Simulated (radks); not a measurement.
Exchange energies: the exact (Fock) value of the Kohn-Sham orbitals and density-functional approximations, as 100 (|E| - |E exact|)/|E exact|, negative where the magnitude is too small. Species: Li2+ 1s1; Co4+ [Ar] 3d5; Te+ [Kr] 4d10 5s2 5p3. Calculated with a radial shooting solver on a logarithmic mesh with Libxc functionals: non-relativistic Kohn-Sham, exchange-only LDA, spin-polarised, spherical densities, point nucleus. Every spin shell is full or empty, so the densities are truly spherical. Functionals are evaluated on that one density, not self-consistently.

functional            Li2+      Co4+       Te+
exact (hartree)  -0.919879  -56.5179  -168.438
LDA                 -14.17     -6.48     -4.78
PBE                  -1.97     -0.48     -0.43
PBEsol               -6.24     -2.90     -2.24
revPBE               -0.50     -0.20     -0.29
RPBE                 -0.28     -0.11     -0.24
PW91                 -1.67     -0.05     -0.01
OPTX                 -0.52     +0.56     +1.27
AM05                -10.96     -5.81     -4.46
B86b                 -1.02     +0.05     -0.01
G96                  -0.32     +0.25     +0.35
TPSS                 +0.06     +0.04     -0.31
revTPSS              +0.05     -0.69     -0.93
SCAN                 +0.06     +0.26     +0.16
TASK                 +0.06     -2.63     -2.21
